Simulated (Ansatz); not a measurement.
```yaml
crystal:
  periodic: [false, false, false]
  atoms:
    - {symbol: C, position_ang: [-1.455552, -0.720521, 0.977493]}
    - {symbol: C, position_ang: [-0.263193, -1.160192, 0.597743]}
    - {symbol: C, position_ang: [1.008535, -0.441530, 0.864860]}
    - {symbol: S, position_ang: [1.860188, 0.072401, -0.675549]}
    - {symbol: Si, position_ang: [0.343423, 1.277319, -1.564232]}
    - {symbol: H, position_ang: [-1.567101, 0.205045, 1.533708]}
    - {symbol: H, position_ang: [-2.360410, -1.270054, 0.747104]}
    - {symbol: H, position_ang: [-0.179102, -2.083125, 0.029582]}
    - {symbol: H, position_ang: [0.845305, 0.436407, 1.492243]}
    - {symbol: H, position_ang: [1.733810, -1.089064, 1.363728]}
    - {symbol: H, position_ang: [-0.772054, 0.493052, -2.150844]}
    - {symbol: H, position_ang: [1.039001, 2.023725, -2.642410]}
    - {symbol: H, position_ang: [-0.212450, 2.221736, -0.558626]}
basis:
  gaussian: {orbitals: pcseg-2}
total_charge: 1
magnetization: {spin_polarized: true, initial_magnetization: 5}
hamiltonian: {xc: {name: wB97}, pseudopotentials: {relativity: scalar}}
```

```sh
$ ansatz run in.yaml --threads 4 --pin off --events-out ev --progress --plain --max-ram 10444MiB
```

Shortened log:

```
Functional definition: wB97
1404 factors; their error is unknown
465 factors; integrals over basis functions are off by at most 2.5e-5 eV
mean field evaluation 1: about -21950.8978 eV, gradient 5.9e1 eV
mean field evaluation 2: about -21775.1714 eV, gradient 1.4e2 eV
mean field evaluation 4: about -21973.8061 eV, gradient 2.1e1 eV
mean field evaluation 8: about -21977.4032 eV, gradient 5.7e-1 eV
mean field evaluation 16: about -21977.3469 eV, gradient 4.0e-2 eV
mean field evaluation 32: about -21977.3473 eV, gradient 5.3e-5 eV
mean field -21977.34726632 eV, -807.6526152563 hartree, gradient 3.9e-5 eV, S^2 8.767228; 4 other end points of the search recorded, 0 dependent functions left out
reference -21977.34725967 eV, -807.6526150118 hartree; 30, 25 occupied and 240, 245 virtual orbitals, 1404 factors
Total energy: -21977.34725967 eV, -807.6526150118 hartree
Relativity: scalar
```

In this input the spin is set far too high for this molecule. The run converged. The result belongs to that input, not to the molecule as meant.
